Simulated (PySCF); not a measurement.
HClO, charge +1, doublet, at a GFN2-xTB geometry (a state made from the parent by changing its charge; the spin is typed, not shown lowest); R2SCAN/pcseg-1 (PySCF).

Here is a job for PySCF.
```python
from pyscf import gto, scf, dft

mol = gto.Mole()
mol.atom = '''
    O    -0.04383216    1.02148558    0.01469068
    H    -0.96672120    1.40203158    0.00503415
    Cl    0.07749285   -0.56317154   -0.00720939
'''
mol.basis = 'pcseg-1'
mol.charge = 1
mol.spin = 1
mol.verbose = 4
mol.build()

mf = dft.UKS(mol)
mf.xc = 'r2scan'
mf.grids.prune = dft.gen_grid.treutler_prune
mf.kernel()
```

The log (banner, timings and long lists left out):

```
PySCF version 2.14.0

[INPUT] verbose = 4
[INPUT] num. atoms = 3
[INPUT] num. electrons = 25
[INPUT] charge = 1
[INPUT] spin (= nelec alpha-beta = 2S) = 1
[INPUT] symmetry False subgroup None
[INPUT] Mole.unit = angstrom
[INPUT] Symbol           X                Y                Z      unit          X                Y                Z       unit  Magmom
[INPUT]  1 O     -0.043832160000   1.021485580000   0.014690680000 AA   -0.082830777848   1.930327986392   0.027761361784 Bohr   0.0
[INPUT]  2 H     -0.966721200000   1.402031580000   0.005034150000 AA   -1.826838306811   2.649455704191   0.009513164770 Bohr   0.0
[INPUT]  3 Cl     0.077492850000  -0.563171540000  -0.007209390000 AA    0.146440263112  -1.064239971750  -0.013623772625 Bohr   0.0

nuclear repulsion = 53.5616686982253
number of shells = 8
number of NR pGTOs = 76
number of NR cGTOs = 37
basis = pcseg-1
ecp = {}

******** <class 'pyscf.dft.uks.UKS'> ********
method = UKS
initial guess = minao
damping factor = 0
level_shift factor = 0
DIIS = <class 'pyscf.scf.diis.CDIIS'>
diis_start_cycle = 1
diis_space = 8
diis_damp = 0
SCF conv_tol = 1e-09
SCF conv_tol_grad = None
SCF max_cycles = 50
direct_scf = True
direct_scf_tol = 1e-13
number electrons alpha = 13  beta = 12
XC library pyscf.dft.libxc version 7.1.2
    S. Lehtola, C. Steigemann, M. J. T. Oliveira, and M. A. L. Marques,  SoftwareX 7, 1–5 (2018)
XC functionals = r2scan
    J. W. Furness, A. D. Kaplan, J. Ning, J. P. Perdew, and J. Sun,  J. Phys. Chem. Lett. 11, 8208–8215 (2020)
    J. W. Furness, A. D. Kaplan, J. Ning, J. P. Perdew, and J. Sun,  J. Phys. Chem. Lett. 11, 9248–9248 (2020)
    J. W. Furness, A. D. Kaplan, J. Ning, J. P. Perdew, and J. Sun,  J. Phys. Chem. Lett. 11, 8208–8215 (2020)
    J. W. Furness, A. D. Kaplan, J. Ning, J. P. Perdew, and J. Sun,  J. Phys. Chem. Lett. 11, 9248–9248 (2020)
radial grids:
    Treutler-Ahlrichs [JCP 102, 346 (1995); DOI:10.1063/1.469408] (M4) radial grids

becke partition: Becke, JCP 88, 2547 (1988); DOI:10.1063/1.454033
pruning grids: <function treutler_prune>
grids dens level: 3
symmetrized grids: False
atomic radii adjust function: <function treutler_atomic_radii_adjust>
small_rho_cutoff = 0
Set gradient conv threshold to 3.16228e-05
tot grids = 39080
init E= -536.07156378972

cycle= 1 E= -535.391785087857  delta_E= 0.68  |g|= 0.299  |ddm|= 1.47
cycle= 2 E= -535.208070918639  delta_E= 0.184  |g|= 0.688  |ddm|= 0.95
cycle= 3 E= -535.428788390551  delta_E= -0.221  |g|= 0.157  |ddm|= 0.709
cycle= 4 E= -535.43918364017  delta_E= -0.0104  |g|= 0.0165  |ddm|= 0.126
cycle= 5 E= -535.439323861621  delta_E= -0.00014  |g|= 0.00669  |ddm|= 0.0242
cycle= 6 E= -535.439346793222  delta_E= -2.29e-05  |g|= 0.00201  |ddm|= 0.00664
cycle= 7 E= -535.439348881971  delta_E= -2.09e-06  |g|= 0.000776  |ddm|= 0.00209
cycle= 8 E= -535.439349295312  delta_E= -4.13e-07  |g|= 0.000119  |ddm|= 0.00113
cycle= 9 E= -535.439349313303  delta_E= -1.8e-08  |g|= 2.42e-05  |ddm|= 0.000313
cycle= 10 E= -535.439349314101  delta_E= -7.97e-10  |g|= 1.14e-05  |ddm|= 8.16e-05
Extra cycle  E= -535.439349313668  delta_E= 4.33e-10  |g|= 3.33e-05  |ddm|= 4.08e-05
converged SCF energy = -535.439349313668  <S^2> = 0.75335468  2S+1 = 2.0033519
```
